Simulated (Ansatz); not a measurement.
The inner images of a band of BH₄SSe (7 atoms, charge 1, multiplicity 1) are given out of order.

Method: RKS r2SCAN-D4/def2-SVP (Ansatz).

Image 0:

```xyz
7
Properties=species:S:1:pos:R:3
B -1.462 0.465 -0.669
Se -0.663 -0.531 0.741
S 1.569 -0.172 0.211
H -2.660 0.403 -0.573
H -0.843 1.053 -1.508
H 2.025 0.227 1.434
H 2.035 -1.446 0.363
```

Image 8:

```xyz
7
Properties=species:S:1:pos:R:3
B -1.252 0.400 -0.554
Se -0.843 -0.697 0.938
S 1.494 -0.640 1.047
H -2.450 0.437 -0.688
H -0.454 0.966 -1.245
H 1.712 0.658 0.694
H 1.794 -1.125 -0.191
```

Problem. Put them in order from the first end to the last, with their energies above the first end.
A.
```xyz
7
Properties=species:S:1:pos:R:3
B -1.451 0.449 -0.658
Se -0.863 -0.581 0.840
S 1.398 -0.352 0.515
H -2.660 0.443 -0.652
H -0.749 1.003 -1.455
H 2.160 0.424 1.325
H 2.164 -1.386 0.086
```
B.
```xyz
7
Properties=species:S:1:pos:R:3
B -1.369 0.447 -0.654
Se -0.835 -0.571 0.846
S 1.522 -0.724 1.065
H -2.584 0.415 -0.601
H -0.721 1.009 -1.485
H 1.997 0.552 0.981
H 1.990 -1.129 -0.152
```
C.
```xyz
7
Properties=species:S:1:pos:R:3
B -1.458 0.452 -0.661
Se -0.866 -0.572 0.826
S 1.404 -0.465 0.678
H -2.667 0.437 -0.642
H -0.760 1.007 -1.458
H 2.172 0.486 1.255
H 2.176 -1.345 0.001
```
D.
```xyz
7
Properties=species:S:1:pos:R:3
B -1.455 0.443 -0.647
Se -0.734 -0.558 0.813
S 1.481 -0.170 0.246
H -2.657 0.440 -0.642
H -0.752 0.994 -1.446
H 2.059 0.261 1.407
H 2.058 -1.409 0.268
```
E.
```xyz
7
Properties=species:S:1:pos:R:3
B -1.450 0.445 -0.651
Se -0.823 -0.580 0.840
S 1.421 -0.248 0.362
H -2.656 0.448 -0.658
H -0.741 0.996 -1.446
H 2.123 0.344 1.375
H 2.126 -1.405 0.178
```
F.
```xyz
7
Properties=species:S:1:pos:R:3
B -1.450 0.457 -0.667
Se -0.852 -0.553 0.814
S 1.460 -0.630 0.921
H -2.661 0.432 -0.627
H -0.768 1.009 -1.475
H 2.137 0.534 1.121
H 2.134 -1.249 -0.087
```
G.
```xyz
7
Properties=species:S:1:pos:R:3
B -1.285 0.408 -0.606
Se -0.841 -0.610 0.922
S 1.512 -0.713 1.051
H -2.497 0.428 -0.627
H -0.568 0.941 -1.403
H 1.845 0.599 0.892
H 1.835 -1.054 -0.228
```

Solution. D (+0.04 eV), E (+0.28 eV), A (+0.74 eV), C (+1.01 eV), F (+0.54 eV), B (+0.18 eV), G (+0.11 eV).

The run took 2.8 min on 2 threads of Intel(R) Xeon(R) Platinum 8175M CPU @ 2.50GHz (Skylake/Cascade Lake) (shared host), peak memory 0.17 GiB.
